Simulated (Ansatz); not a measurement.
`N=C1C[CH]1[GeH3]` → `[CH]1=NC[CH2][GeH2]1`  (isomerisation)

Computed with Ansatz on PBE0-D4/def2-TZVP structures; ΔE is electronic, products minus reactants. CBS: MP2 limit from def2 TZ/QZ plus the TZ coupled-cluster correction, frozen cores. DFT in def2-TZVPP. B3LYP here is the variant with VWN-RPA as its local correlation; programs differ in this. For Ge outer-core shells are correlated without core-valence functions, which leaves a few kJ/mol of doubt a bond. Scalar relativity is left out up to krypton. One conformer a species, not always the lowest.

`N=C1C[CH]1[GeH3]`:

Cartesian coordinates in Å:
```
N 0.488 -2.255 0.649
C 0.287 -1.019 0.712
C 0.777 0.231 1.262
C -0.495 0.167 0.371
Ge -0.441 0.904 -1.429
H -0.233 -2.706 0.083
H 0.637 0.420 2.322
H 1.671 0.678 0.838
H -1.443 0.290 0.890
H -1.440 0.170 -2.337
H -0.794 2.400 -1.392
H 0.986 0.721 -1.970
```

`[CH]1=NC[CH2][GeH2]1`:

Cartesian coordinates in Å:
```
C -0.532 -1.506 0.114
N 0.722 -1.433 0.250
C 1.335 -0.114 0.155
C 0.366 1.069 -0.048
Ge -1.399 0.231 -0.201
H -0.998 -2.490 0.177
H 1.931 0.016 1.063
H 2.059 -0.173 -0.664
H 0.386 1.754 0.799
H 0.609 1.642 -0.943
H -2.067 0.359 -1.582
H -2.412 0.644 0.881
```

(1) Is it downhill or uphill in electronic energy at CCSD(T)/CBS, and by how much? (An estimate is asked.)

(2) What do these levels give: B3LYP-D4, ωB97M-V, B2PLYP, r2SCAN, PBE0, HF/def2-TZVPP, MP2/def2-TZVPP, CCSD(T)/def2-TZVPP, HF/def2-QZVPP, SCS-MP2/def2-QZVPP, MP2/CBS(def2), CCSD/CBS(def2)? (Estimate.)

Largest T1 diagnostic among the species: 0.012.

## Answers

(1) Ansatz gave: Downhill: ΔE = -31.0 kcal/mol.

(2) Ansatz gave: B3LYP-D4 -28.3, ωB97M-V -28.5, B2PLYP -28.8, r2SCAN -27.6, PBE0 -27.7, HF/def2-TZVPP -27.4, MP2/def2-TZVPP -29.9, CCSD(T)/def2-TZVPP -30.4, HF/def2-QZVPP -27.3, SCS-MP2/def2-QZVPP -29.9, MP2/CBS(def2) -30.6, CCSD/CBS(def2) -30.5 kcal/mol.

In def2-TZVPP, CCSD(T) changes the Hartree–Fock value by −3.0 kcal/mol (the triples alone add −0.5 kcal/mol) and MP2 by −2.6 kcal/mol. The D4 term adds −0.9 kcal/mol with B3LYP and −0.4 kcal/mol with PBE0; it sums over pairs of atoms, weighted by their polarisabilities, and B3LYP, whose exchange is more repulsive, gets the larger term. From PBE to PBE0 (25 % exact exchange), in def2-TZVPP and without D4, ΔE moves by −0.9 kcal/mol.
